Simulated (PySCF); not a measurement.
**Working out the excitation energy of O²⁺**

O²⁺ [He] 2s2 2p2 (3P) → O²⁺ [He] 2s1 2p2 3d1 (high-spin determinant). All numbers are calculated (PySCF 2.14, the non-relativistic Hamiltonian (point nucleus), in aug-cc-pVTZ (5s4p3d2f, 46 functions)). Frozen: 1s2. Energies in hartree (1 hartree = 27.21139 eV):

```tsv
part	O²⁺ (lower)	O²⁺ (upper)
UHF	-73.100461	-71.339114
CCSD correlation	-0.096813	-0.031078
(T)	-0.001323	-0.002921
```

**Question.** What does Hartree-Fock give?

**Answer.** (-71.339114) − (-73.100461) = 1.761347 hartree = 47.929 eV.

**Question.** What do CCSD and CCSD(T) give?

**Answer.** The CCSD correlation energies differ by 0.065735 hartree = 1.789 eV and the triples by -0.001598 hartree = -0.043 eV, so CCSD gives 49.718 eV and CCSD(T) 49.675 eV.

One determinant mixes LS terms, so it does not stand for a single term.

The coupled-cluster amplitudes are large, so a single reference is strained.
